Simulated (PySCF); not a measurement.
Magnetisability: `F[C@H]1[C@](C=C)(F)COCO1`, C$_{6}$H$_{8}$F$_{2}$O$_{2}$

Geometry (Å), atoms numbered from 1 in this order:
```xyz
18

C    -2.8575   -0.1269   -0.1734
C    -1.6145   -0.4862   -0.4303
C    -0.4096    0.2338    0.1026
F    -0.7980    1.3659    0.7976
C     0.4183   -0.6564    1.0460
O     1.6518   -0.0583    1.3735
C     2.3921    0.2412    0.2395
O     1.7369    1.1680   -0.6044
C     0.5131    0.7318   -1.0374
F     0.6810   -0.3108   -1.9355
H    -3.0820    0.7231    0.4480
H    -3.6923   -0.6726   -0.5758
H    -1.3812   -1.3337   -1.0573
H    -0.1179   -0.7930    1.9859
H     0.5790   -1.6290    0.5578
H     3.3098    0.7308    0.5666
H     2.6208   -0.6765   -0.3345
H     0.0414    1.5551   -1.5874
```

Computed, not measured: GIAO PBE/pcSseg-1 magnetisability, rotational g tensor and spin-rotation constants, non-relativistic, gas phase (PySCF 2.14.0). Geometry: GFN2-xTB.

(1) What are the magnetisability and the molar susceptibility?

(2) Split it along the inertial axes a, b, c into diamagnetic and paramagnetic parts about the centre of mass, with the quadrupole moment.

(3) And the rotational g tensor?

Answers

(1) Isotropic -1252 × 10⁻³⁰ J/T², or -75.4 × 10⁻⁶ cm³/mol; principal values -1370, -1239, -1147 × 10⁻³⁰ J/T², anisotropy 195 × 10⁻³⁰ J/T² (root of half the summed squared differences of the principal values). The susceptibility is in cgs units.

(2) 
```
axis  χ (10⁻⁶ cm³/mol)  diamagnetic (10⁻⁶ cm³/mol)  paramagnetic (10⁻⁶ cm³/mol)  summed x² of all electrons (Å²)  quadrupole Θ (D Å)
   a             -74.6                      -624.3                        549.7                            211.2               +7.46
   b             -77.1                     -1124.8                       1047.7                             93.2               -7.19
   c             -74.5                     -1291.3                       1216.9                             53.9               -0.27
```
Anisotropies 2χaa − χbb − χcc = +2.5 and 2χbb − χaa − χcc = -5.2 × 10⁻⁶ cm³/mol. Θ is traceless in Buckingham's convention.

(3) 
| axis | rotational constant (GHz) | g | nuclear part | electronic part |
| --- | --- | --- | --- | --- |
| a | 2.1864 | -0.0325 | 0.5321 | -0.5646 |
| b | 1.1717 | -0.0113 | 0.5654 | -0.5767 |
| c | 0.9839 | -0.0126 | 0.5499 | -0.5625 |

Asymmetric top; isotopes 12C, 19F, 1H, 16O; no vibrational averaging.
